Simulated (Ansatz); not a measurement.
Computed with Ansatz on PBE0-D4/def2-TZVP structures; ΔE is electronic, products minus reactants. CCSD(T)/CBS is the MP2 limit (def2-TZVPP, def2-QZVPP) plus CCSD(T) − MP2 in def2-TZVPP, frozen cores. Functionals use def2-TZVPP. B3LYP here is the variant with VWN-RPA as its local correlation; programs differ in this. Elements past krypton have def2 core potentials. For Br, In outer-core shells are correlated without core-valence functions, which leaves a few kJ/mol of doubt a bond. Scalar relativity is left out up to krypton. Each species was taken in one conformer, which may not be the lowest.

Reaction (ligand exchange at the Si–O bond): `[SiH3][O][In]([SH])[Br]` + `OBN[SiH3]` → `OBN([SiH3])[SiH3]` + `[OH][In]([SH])[Br]`

`[SiH3][O][In]([SH])[Br]`:

Cartesian coordinates in Å:
```
Si -0.819 -0.001 1.627
O -0.245 -0.490 0.177
In 0.756 0.354 -1.290
S 1.297 -0.966 -3.158
Br 1.334 2.712 -1.003
H 0.288 0.390 2.544
H -1.731 1.169 1.484
H -1.574 -1.127 2.237
H 0.694 -2.041 -2.618
```

`OBN[SiH3]`:

Z-matrix (Å, degrees):
```
Si
N 1 1.742
H 1 1.487 2 106.6
H 1 1.485 2 111.7 3 -119.1
H 1 1.485 2 111.6 3 119.1
B 2 1.410 1 125.7 3 -179.6
H 2 1.007 1 117.3 3 0.4
O 6 1.369 2 117.2 1 -0.0
H 6 1.201 2 121.4 1 179.9
H 8 0.957 6 113.4 2 180.0
```

`OBN([SiH3])[SiH3]`:

Z-matrix (Å, degrees):
```
Si
N 1 1.742
H 1 1.487 2 110.5
H 1 1.487 2 110.5 3 -119.3
H 1 1.483 2 108.7 3 120.4
B 2 1.420 1 121.9 3 -120.5
Si 2 1.753 1 119.4 3 59.5
O 6 1.367 2 117.4 1 180.0
H 6 1.201 2 121.7 1 -0.0
H 7 1.483 2 111.5 1 -118.3
H 7 1.483 2 111.5 1 118.5
H 7 1.488 2 106.0 1 0.1
H 8 0.958 6 113.7 2 180.0
```

`[OH][In]([SH])[Br]`:

Z-matrix (Å, degrees):
```
In
S 1 2.354
Br 1 2.456 2 122.9
O 1 1.971 2 119.7 3 -180.0
H 2 1.346 1 91.9 3 -180.0
H 4 0.961 1 112.2 2 180.0
```

| level | ΔE (kJ/mol) | difference from CCSD(T)/CBS |
| --- | --- | --- |
| PBE-D4 | 43.5 | -10.0 |
| r2SCAN-D4 | 51.8 | -1.7 |
| PBE0-D4 | 48.1 | -5.4 |
| B3LYP-D4 | 53.7 | 0.2 |
| ωB97X-V | 53.0 | -0.5 |
| ωB97M-V | 51.4 | -2.1 |
| B2PLYP | 57.2 | 3.7 |
| PBE | 46.9 | -6.6 |
| r2SCAN | 52.6 | -0.9 |
| PBE0 | 50.8 | -2.7 |
| B3LYP | 59.2 | 5.7 |
| HF/def2-TZVPP | 73.5 | 20.0 |
| MP2/def2-TZVPP | 52.4 | -1.1 |
| SCS-MP2/def2-TZVPP | 56.3 | 2.8 |
| CCSD/def2-TZVPP | 56.4 | 2.9 |
| CCSD(T)/def2-TZVPP | 53.3 | -0.2 |
| HF/def2-QZVPP | 74.6 | 21.1 |
| MP2/def2-QZVPP | 52.9 | -0.6 |
| SCS-MP2/def2-QZVPP | 56.9 | 3.4 |
| HF/CBS(def2) | 74.7 | 21.2 |
| MP2/CBS(def2) | 52.7 | -0.8 |
| CCSD/CBS(def2) | 56.7 | 3.2 |
| CCSD(T)/CBS | 53.5 | 0 |

Largest T1 diagnostic among the species: 0.013.

From PBE to PBE0 (25 % exact exchange), in def2-TZVPP and without D4, ΔE moves by +3.9 kJ/mol. The D4 term adds −5.5 kJ/mol with B3LYP and −2.7 kJ/mol with PBE0; it sums over pairs of atoms, weighted by their polarisabilities, and B3LYP, whose exchange is more repulsive, gets the larger term.
